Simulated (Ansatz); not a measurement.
Input for Ansatz (an electronic-structure program):
Ansatz 0.2 input:
```yaml
crystal:
  periodic: [false, false, false]
  atoms:
    - {symbol: Ge, position_ang: [-0.00000000, -0.00000000, -1.16521925]}
    - {symbol: Ge, position_ang: [0.00000000, 0.00000000, 1.16521925]}
basis:
  gaussian:
    orbitals: def2-TZVP
hamiltonian:
  xc: blyp
magnetization: {spin_polarized: true, initial_magnetization: 2}
```

Question: What does this run give for the total energy, <S^2>, number of basis functions?

Answer: 
The total energy comes out as -4154.0737 Eh and the <S^2> is 2.002. The number of basis functions comes out as 96.

Question: Roughly what does it cost on one core?

Answer: roughly 11 core-seconds.
